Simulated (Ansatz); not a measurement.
BH4NO (SMILES NBO) moved off its minimum; all values from Ansatz (a quantum-chemistry and plane-wave program), cores frozen in correlated methods.
(charge 0, multiplicity 1)
```xyz
7

B     -0.2503    -0.2718     0.1238
H     -1.1053    -1.1388     0.6155
O      0.9508    -0.7113     0.4530
H      1.6187    -0.0291     0.1583
N     -0.7527     0.7222    -0.5690
H     -1.6281     0.9651    -0.8734
H     -0.1049     1.5120    -0.9549
```

```json
[
 {"level": "HF/def2-TZVPP", "largest force (eV/Å)": "8.60", "on atom": "N5", "rms difference from CCSD(T)/cc-pVTZ (eV/Å)": "0.529", "dipole (D)": "3.77"},
 {"level": "PBE/def2-TZVPP", "largest force (eV/Å)": "7.14", "on atom": "N5", "rms difference from CCSD(T)/cc-pVTZ (eV/Å)": "0.303", "dipole (D)": "3.49"},
 {"level": "r2SCAN/def2-TZVPP", "largest force (eV/Å)": "7.37", "on atom": "N5", "rms difference from CCSD(T)/cc-pVTZ (eV/Å)": "0.176", "dipole (D)": "3.57"},
 {"level": "B3LYP/def2-TZVPP", "largest force (eV/Å)": "7.41", "on atom": "N5", "rms difference from CCSD(T)/cc-pVTZ (eV/Å)": "0.161", "dipole (D)": "3.57"},
 {"level": "wB97M-V/def2-TZVPP", "largest force (eV/Å)": "7.63", "on atom": "N5", "rms difference from CCSD(T)/cc-pVTZ (eV/Å)": "0.099", "dipole (D)": "3.65"},
 {"level": "MP2/cc-pVTZ", "largest force (eV/Å)": "7.89", "on atom": "N5", "rms difference from CCSD(T)/cc-pVTZ (eV/Å)": "0.047", "dipole (D)": "3.63"},
 {"level": "CCSD(T)/cc-pVTZ", "largest force (eV/Å)": "7.82", "on atom": "N5", "rms difference from CCSD(T)/cc-pVTZ (eV/Å)": "0.000", "dipole (D)": "3.60"}
]
```

The differences count from one level among others, with limits of its own. Forces at CCSD(T)/cc-pVTZ (eV/Å):

```csv
atom,Fx,Fy,Fz
B1,-3.586,-5.909,3.254
H2,0.754,1.281,-0.806
O3,3.825,1.774,-0.389
H4,-0.510,-1.267,0.496
N5,3.383,6.256,-3.259
H6,-2.566,-0.129,-0.223
H7,-1.300,-2.007,0.928
```
